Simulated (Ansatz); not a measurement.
`BSBC` + dimethylamine → `CBN(C)C` + `BS`  (ligand exchange at a B–S bond)

Gas-phase electronic energies from Ansatz, PBE0-D4/def2-TZVP geometries. CCSD(T)/CBS is the MP2 limit (def2-TZVPP, def2-QZVPP) plus CCSD(T) − MP2 in def2-TZVPP, frozen cores. This one scheme is used for every species. DFT in def2-TZVPP. Each species was taken in one conformer, which may not be the lowest.

| level | ΔE (eV) |
| --- | --- |
| r2SCAN0-D4 | -0.82 |
| CAM-B3LYP | -0.89 |

(1) What does CCSD(T)/CBS give? (Estimate.)

Largest T1 diagnostic among the species: 0.015.

## Answers

(1) Computed: -0.84 eV. The listed levels differ from it by 0.02, -0.05 eV.

At CCSD(T), def2-SVP lies −0.16 eV from the extrapolated value and def2-TZVPP −0.03 eV. In def2-TZVPP, CCSD(T) changes the Hartree–Fock value by −0.17 eV (the triples alone add −0.02 eV) and MP2 by −0.14 eV. Leaving LDA and LC-ωPBE aside and taking each functional with its dispersion term where it has one, the values, not all of them listed here, spread over 0.10 eV, from CAM-B3LYP-D4 to B97M-V. LDA lies −0.18 eV from PBE without D4.
